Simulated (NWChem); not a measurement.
Species: NH$_{3}$TeSe; SMILES N[Te][SeH]

```xyz
6

Te     0.3190    -0.8433    -0.0073
N     -1.6051    -1.4871    -0.0096
H     -1.8549    -2.0151     0.8220
H     -1.8612    -1.9892    -0.8551
Se    -0.0445     1.6598    -0.0281
H     -0.1211     1.8310     1.4350
```
Atoms are numbered in this order, from 1.

All runs use the structure optimised with PBE0/def2-SVP. No frequency run checked for a minimum. B3LYP is NWChem's, with the RPA form of VWN correlation. def2 effective core potentials on Te; no spin-orbit coupling.

**Question.** List the 4 lowest vertical singlet excitations from B3LYP/def2-SVPD with def2 effective core potentials on Te, TDA (NWChem).

**Answer.** 
```json
[
 {"state": "S1", "energy (eV)": "3.34", "oscillator strength": "0.003", "leading excitation (squared amplitude)": "HOMO → LUMO (0.97)"},
 {"state": "S2", "energy (eV)": "3.90", "oscillator strength": "0.005", "leading excitation (squared amplitude)": "HOMO−1 → LUMO (0.98)"},
 {"state": "S3", "energy (eV)": "4.05", "oscillator strength": "0.001", "leading excitation (squared amplitude)": "HOMO → LUMO+1 (0.97)"},
 {"state": "S4", "energy (eV)": "4.59", "oscillator strength": "0.011", "leading excitation (squared amplitude)": "HOMO−2 → LUMO (0.51)"}
]
```
